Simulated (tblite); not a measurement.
Compound: C3H12GeN2.
Atom-mapped SMILES: `[CH3:1][N:2]([GeH3:3])[CH2:4][CH2:5][NH2:6]` (hydrogens: H7, H8, H9 on C1; H10, H11, H12 on Ge3; H13, H14 on C4; H15, H16 on C5; H17, H18 on N6)

Cartesian coordinates in Å at the GFN2-xTB level; atoms count from 1:
```xyz
18
C3H12GeN2 angstrom
C     -0.991    1.771   -0.125
N     -0.851    0.426    0.384
Ge    -1.413   -0.944   -0.695
C      0.345    0.218    1.155
C      1.572   -0.090    0.287
N      1.292   -1.320   -0.434
H     -1.937    1.842   -0.660
H     -1.006    2.482    0.706
H     -0.188    2.068   -0.812
H     -2.872   -0.597   -0.892
H     -1.331   -2.205    0.095
H     -0.844   -1.097   -2.079
H      0.541    1.098    1.776
H      0.174   -0.640    1.814
H      2.474   -0.146    0.914
H      1.705    0.714   -0.440
H      1.379   -2.114    0.193
H      1.943   -1.457   -1.199
```

Computed with GFN2-xTB (tblite): harmonic, unscaled wavenumbers at the GFN2-xTB geometry, gas phase. The method is semi-empirical: single wavenumbers can be off by several per cent or more. Modes of hydrogen on germanium can be 10 to 20 % off. One conformer, not necessarily the lowest.

Harmonic wavenumbers (cm⁻¹): 76.9, 150.7, 184.4, 216.1, 238.4, 277.9, 308.2, 337.6, 388.1, 513.0, 542.7, 550.6, 604.0, 770.7, 823.9, 870.7, 896.3, 924.4, 960.0, 986.6, 1039.1, 1082.5, 1111.6, 1121.3, 1199.1, 1204.8, 1257.9, 1285.7, 1331.1, 1340.4, 1420.0, 1466.1, 1477.4, 1488.1, 1507.4, 1547.2, 1904.2, 1938.3, 2065.3, 2859.1, 2869.6, 2924.6, 2934.8, 2943.2, 2978.7, 2995.3, 3384.5, 3412.5.

A = 2890, B = 1957, C = 1339 MHz; mass 150.021 u (most abundant isotopes); point group C1, symmetry number 1.

**Question.** Zero-point energy?

**Answer.** ½Σν̃ = 32355 cm⁻¹ = 387.06 kJ/mol.

**Question.** Entropy at 298.15 K, 1 bar (ideal gas, RRHO, classical rotation)?

**Answer.** Translation 171.35, rotation 117.74, vibration 90.51: S = 379.6 J/(mol K).

**Question.** And Cp and H(298.15 K) − H(0)?

**Answer.** Cp = 144.79 J/(mol K), of which vibrations give 111.53 (their classical limit is 48 R = 399.1); H(298.15 K) − H(0) = 25.61 kJ/mol without the zero-point energy, 15.70 from vibrations.

**Question.** How do the functions run with temperature in this model?

**Answer.** 
| T (K) | S (J/(mol K)) | Cp (J/(mol K)) | H − H(0) (kJ/mol) | G − H(0) (kJ/mol) | ln q(vib) |
| --- | --- | --- | --- | --- | --- |
| 100 | 271.1 | 66.4 | 4.56 | -22.55 | 0.72 |
| 200 | 329.9 | 106.7 | 13.28 | -52.71 | 2.52 |
| 300 | 380.5 | 145.5 | 25.88 | -88.27 | 4.59 |
| 500 | 472.3 | 217.1 | 62.43 | -173.71 | 8.95 |
| 800 | 591.5 | 289.7 | 139.38 | -333.83 | 15.47 |
| 1000 | 659.8 | 321.5 | 200.67 | -459.09 | 19.61 |

q(vib) and H(0) count from the zero-point level.

**Question.** Which modes carry the vibrational entropy at 298.15 K?

**Answer.** 76.9 cm⁻¹: 16.60; 150.7 cm⁻¹: 11.14; 184.4 cm⁻¹: 9.55; 216.1 cm⁻¹: 8.33; 238.4 cm⁻¹: 7.59; 277.9 cm⁻¹: 6.47 J/(mol K); the other 42 give 30.82 together.

**Question.** Blend soft modes into free rotors: weight 1/[1 + (100 cm⁻¹/ν̃)⁴] for the oscillator and the rest for a rotor with moment μB/(μ + B), μ = h/(8π²ν), B = 10⁻⁴⁴ kg m². What vibrational entropy results?

**Answer.** 87.83 J/(mol K) in place of 90.51, which changes −T·S at 298.15 K by +0.80 kJ/mol.

Hindered rotation and anharmonicity are outside this model. Other conformers, if any are populated, would add a mixing term that is left out. The structure is chiral; the term R ln 2 for an equal mix with its mirror image is left out.
